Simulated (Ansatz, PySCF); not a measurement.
System: sum formula SiOF2, charge -1, multiplicity 2. 
Coordinates optimised at B3LYP-D3(BJ)/def2-TZVP (Ansatz, a program for electronic structure):
```
Si
O 1 1.5530
F 1 1.6578 2 116.09
F 1 1.6578 2 116.09 3 -114.61
```
Charge -1, spin multiplicity 2.

Total electronic energies in hartree. Cores are frozen in the correlated levels unless marked. UHF or UKS for open shells. Spin-orbit coupling is left out. Non-relativistic. CBS marks a two-point X^-3 extrapolation of the correlation energy; Hartree-Fock from the larger set. The bracket is a focal-point correction in the basis named.

| level | program | energy (Eh) |
|---|---|---|
| HF/aug-cc-pV(T+d)Z | Ansatz | -562.97346 |
| HF/cc-pV(T+d)Z | Ansatz | -562.95895 |
| RI-HF/cc-pV(Q+d)Z | Ansatz | -562.99391 |
| PBE/def2-TZVPD | Ansatz | -564.31986 |
| revPBE-D4/def2-TZVPD | Ansatz + dftd4 | -564.58193 |
| TPSS/def2-TZVPD | PySCF | -564.76529 |
| TPSS-D3(BJ)/def2-TZVPD | PySCF + dftd3 | -564.76775 |
| r2SCAN/def2-TZVPD | Ansatz | -564.58954 |
| PBE0-D3(BJ)/def2-TZVP | Ansatz + dftd3 | -564.32669 |
| PBE0-D4/def2-TZVPD | Ansatz + dftd4 | -564.33629 |
| PBE0/def2-QZVPP | Ansatz | -564.35561 |
| TPSSh-D4/def2-TZVPD | PySCF + dftd4 | -564.73103 |
| TPSSh/def2-TZVPD | PySCF | -564.72753 |
| r2SCANh/def2-TZVPD | Ansatz | -564.56981 |
| PW6B95/def2-TZVPD | PySCF | -565.27279 |
| B2GP-PLYP/def2-TZVPD | Ansatz | -564.38094 |
| MP2/cc-pV(D+d)Z | Ansatz | -563.46696 |
| MP2/cc-pVTZ | Ansatz | -563.80111 |
| RI-MP2/cc-pV(Q+d)Z | Ansatz | -563.92374 |
| SCS-MP2/STO-3G | Ansatz | -555.40029 |
| CCSD/aug-cc-pV(D+d)Z | Ansatz | -563.59000 |
| CCSD/cc-pV(T+d)Z | Ansatz | -563.80645 |
| RI-MP2/CBS(aug-cc-pV(T+d)Z,aug-cc-pV(Q+d)Z)+[CCSD(T)-MP2]/aug-cc-pV(D+d)Z | Ansatz | -564.0109 |

Totals of different functionals don't rank their quality; only differences between species are comparable.
